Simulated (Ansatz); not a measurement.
Ansatz (an electronic-structure program) input (RPA@PBE/cc-pV(T+d)Z):
A basis named .json is the Basis Set Exchange file of that set.

Ansatz 0.2 input:
```yaml
crystal:
  periodic: [false, false, false]
  atoms:
    - {symbol: Cl, position_ang: [-1.87409000, -0.78446997, 1.20796157]}
    - {symbol: Si, position_ang: [-1.48001707, -0.27056961, -0.73006744]}
    - {symbol: Cl, position_ang: [-2.07368942, 1.65666715, -1.05315411]}
    - {symbol: O, position_ang: [0.11408525, -0.39856603, -1.01701754]}
    - {symbol: Si, position_ang: [1.60893018, -0.17979874, -0.41913363]}
    - {symbol: Cl, position_ang: [1.66039707, 1.53102343, 0.69701252]}
    - {symbol: Cl, position_ang: [2.10664348, -1.77179484, 0.75938378]}
    - {symbol: H, position_ang: [-2.19935386, -1.16315299, -1.63663459]}
    - {symbol: H, position_ang: [2.55444885, -0.07739999, -1.52887389]}
basis:
  gaussian:
    orbitals: cc-pV_T+d_Z.json
hamiltonian:
  xc: pbe
magnetization: {spin_polarized: false}
correlation: {method: rpa, electrons: outside_noble_gas}
```

End of the output:

```
integrals: 0.80 GiB planned
1769 factors; integrals over basis functions are off by at most 1.1e-3 eV
0.40 GiB of the device are held for the grids
1.67 GiB of device memory are held for the factors and their scratch space
mean field: 3.03 GiB planned
mean field evaluation 1: about -67900.4212 eV, gradient 6.4e1 eV
mean field evaluation 2: about -67900.4093 eV, gradient 6.4e1 eV
mean field evaluation 4: about -67906.1234 eV, gradient 2.1e1 eV
mean field evaluation 8: about -67907.0664 eV, gradient 1.7e-1 eV
mean field evaluation 16: about -67907.0653 eV, gradient 6.4e-5 eV
mean field -67907.06525410 eV, -2495.5386190260 hartree, gradient 6.6e-6 eV, S^2 0.000000; 0 other end points of the search recorded, 0 dependent functions left out
31 core orbitals not correlated
reference -67818.92448209 eV, -2492.2995053988 hartree; 22, 22 occupied and 239, 239 virtual orbitals, 1769 factors
Total energy: -67872.56381390 eV, -2494.2707144847 hartree
```
